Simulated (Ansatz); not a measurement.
Total energies of [MoO3(OH)]- (MoO4H⁻) from Ansatz at PBE0-D4/def2-TZVPD, gas phase (1 Eh = 27.2114 eV = 2625.5 kJ/mol). The reference geometry is relaxed at PBE0-D4/def2-SVPD.

```
            state                      geometry  energy (Eh)
charge -1 singlet                     reference   -369.77149
 charge 0 doublet                     reference   -369.58285
 charge 0 doublet  relaxed at PBE0-D4/def2-SVPD   -369.59670
```

In the def2 sets Mo takes a core potential; there is no spin–orbit coupling.

Problem. Work out the vertical ionisation energy to the doublet.

Solution. E(charge 0 doublet) − E(charge -1 singlet) = -369.58285 − (-369.77149) = 0.18864 Eh = 5.13 eV. For comparison, −ε of the highest occupied level is 3.15 eV at this level, 1.98 eV less.

Problem. How much does the charge 0 doublet relax, and what is the adiabatic ionisation energy?

Solution. Relaxation: -369.58285 − (-369.59670) = 0.01385 Eh = 0.38 eV. Adiabatic ionisation energy: 0.17479 Eh = 4.76 eV, without zero-point energy.
